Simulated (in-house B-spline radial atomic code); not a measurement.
Values are calculated unless marked as measured or tabulated.
## Making a Troullier-Martins s channel for Ti, r_c = 2.56 bohr

Ti, [Ar] 3d2 4s2, non-relativistic PBE, spherical and spin-unpolarised, from an all-electron radial atomic-structure program (B-spline basis) (atomic units). The all-electron 4s level is ε = -0.162555 hartree, its outermost node lies just inside 1.28 bohr and its outer maximum at 2.95 bohr.

Inside r_c the pseudo-orbital is u(r) = r^1 exp(p(r)), with p = c0 + c2 r² + c4 r⁴ + … + c12 r¹². The seven coefficients follow from p and its first four derivatives at r_c, from zero curvature of the screened potential at the origin, c4 = −c2²/(2l + 5), and from the norm inside r_c. At r_c the all-electron orbital has P = 0.5646343, P' = 0.1148173, the screened potential V = -0.4786854, V' = 0.3427233, V'' = -0.4903757, and the norm inside is Q = 0.2354432.

**Question.** What are p, p' and p'' at r_c?

**Answer.** p = ln(P/r_c^1) = ln(0.5646343/2.56) = -1.51158. p' = P'/P − 1/r_c = 0.20335 − 0.39062 = -0.18728. The radial equation gives p'' = 2(V − ε) − 2(1) p'/r_c − p'² = -0.63226 − (-0.14631) − 0.03507 = -0.52102. Differentiating, p''' = 2V' + 2(1)p'/r_c² − 2(1)p''/r_c − 2p'p'' = 0.84019, and p'''' = 2V'' − 4(1)p'/r_c³ + 4(1)p''/r_c² − 2(1)p'''/r_c − 2p''² − 2p'p''' = -2.1387.

For a trial c2 the five matching conditions are linear in c0, c6, c8, c10 and c12, and c2 is varied until the norm inside r_c equals Q. The root nearest zero gives:

```json
{"n": "0", "c_n": "-2.394914"}
{"n": "2", "c_n": "0.3887448"}
{"n": "4", "c_n": "-0.0302245"}
{"n": "6", "c_n": "-0.007692358"}
{"n": "8", "c_n": "0.001566268"}
{"n": "10", "c_n": "-0.0001066285"}
{"n": "12", "c_n": "2.509144e-06"}
```

**Question.** Check c4 and p(r_c), and find the screened pseudopotential at the origin.

**Answer.** −c2²/5 = -0.0302245, as listed. The terms c_n r_c^n are -2.39491, 2.54768, -1.29813, -2.16521, 2.88926, -1.28906, 0.19879, which sum to -1.51158. Inverting the radial equation, V_l(r) = ε + 1 p'/r + (p'' + p'²)/2, so V_l(0) = ε + (2l + 3) c2 = -0.162555 + 3 × (0.388745) = 1.0037 hartree, finite where the all-electron potential diverges.

Orbitals and screened potentials:

```
r (bohr)        P        u  V all-electron  V pseudo
   0.256   0.1443  0.02394          -43.91     1.003
    0.64  -0.2343  0.06805          -9.488     0.963
   1.024  -0.1592   0.1348          -3.735    0.7644
   1.408   0.1128    0.237          -1.825    0.3149
   1.792   0.3447   0.3691          -1.042   -0.2409
   2.176   0.4911    0.492         -0.6661   -0.5423
    2.56   0.5646   0.5646         -0.4787   -0.4787
```

Logarithmic derivatives P'/P at R = 2.86 bohr, for energies E around ε:

```tsv
E − ε (hartree)	all-electron	pseudo
-0.5	0.763279	0.755018
-0.25	0.450887	0.447683
-0.1	0.218831	0.218111
0	0.0363618	0.0363418
0.1	-0.176994	-0.178192
0.25	-0.582565	-0.594426
0.5	-1.72849	-1.86927
```

**Question.** With P(R) = 0.584386 and a norm of 0.3352791 inside R, what slope in energy does norm conservation fix?

**Answer.** d(P'/P)/dE = −2 × (norm inside R)/P(R)² = -1.9635 per hartree·bohr at E = ε, for both atoms, since orbital and norm agree at R. Differences over ±0.1 hartree give -1.9791 (all-electron) and -1.9815 (pseudo), which also hold third-order terms. Half a hartree below ε the two curves differ by -0.0083.
